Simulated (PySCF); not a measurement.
Input for PySCF: R-BP86/6-31G* on C3H7N (a complex), monomers drawn apart or pushed together.

```python
from pyscf import gto, scf, dft, mp
from pyscf.data.elements import chemcore

mol = gto.M(
    atom='''
    C    -0.03104439    0.42615089    0.17979373
    H     0.13438928    0.25247475   -0.88241695
    H     0.51385174    1.31955557    0.48448781
    H    -1.09710096    0.56818331    0.35652105
    H     0.32406797   -0.43201632    0.74772377
    C    -0.48815155    0.68100733    3.65348251
    C     0.14783000   -0.60446886    3.41553116
    N     0.65075941   -1.61960921    3.22166003
    H     0.11241621    1.27582429    4.34196203
    H    -0.58980078    1.22380323    2.71384719
    H    -1.47834663    0.53600448    4.08592447
    ''',
    basis='6-31g*',
    cart=True,
    charge=0, spin=0, verbose=3, max_memory=1800)
mf = dft.RKS(mol, xc='b88,p86')
mf.conv_tol = 1e-8
mf.max_cycle = 100
mf.kernel()
if not mf.converged:
    mf = mf.newton().run(mf.mo_coeff, mf.mo_occ)
```

The log:

```
converged SCF energy = -173.258750221145
```

The run converged.

Cost: about 6 core-seconds (a rough figure).
